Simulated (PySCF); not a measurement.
**How methods differ on the ionisation energy of Ag**

Ag [Kr] 4d10 5s1 (2S) → Ag⁺ [Kr] 4d10 (1S), as a difference of total energies. All numbers are calculated (PySCF 2.14, scalar relativity by spin-free X2C-1e, in x2c-TZVPPall). Correlated levels: valence: [Kr] frozen; valence and next inner shell: [Ar] 3d10 frozen. The calculations carry no spin-orbit coupling.

```json
{"method": "UHF", "ionisation energy (eV)": "6.354", "error (eV)": "-1.222"}
{"method": "LDA", "ionisation energy (eV)": "8.258", "error (eV)": "+0.682"}
{"method": "PBE", "ionisation energy (eV)": "7.940", "error (eV)": "+0.364"}
{"method": "PBE0", "ionisation energy (eV)": "7.629", "error (eV)": "+0.053"}
{"method": "r2SCAN", "ionisation energy (eV)": "7.790", "error (eV)": "+0.214"}
{"method": "MN15", "ionisation energy (eV)": "7.609", "error (eV)": "+0.033"}
{"method": "B97-3", "ionisation energy (eV)": "7.468", "error (eV)": "-0.108"}
{"method": "M06-2X", "ionisation energy (eV)": "7.408", "error (eV)": "-0.168"}
{"method": "wB97X-V", "ionisation energy (eV)": "7.302", "error (eV)": "-0.274"}
{"method": "MP2 (valence)", "ionisation energy (eV)": "7.334", "error (eV)": "-0.242"}
{"method": "SCS-MP2 (valence)", "ionisation energy (eV)": "7.180", "error (eV)": "-0.396"}
{"method": "MP2 (valence and next inner shell)", "ionisation energy (eV)": "7.456", "error (eV)": "-0.120"}
{"method": "SCS-MP2 (valence and next inner shell)", "ionisation energy (eV)": "7.264", "error (eV)": "-0.312"}
```

Reference: 7.576 eV (measured; NIST Atomic Spectra Database, ionization energies).

Errors of the correlated levels include the incompleteness of this basis and the frozen core.
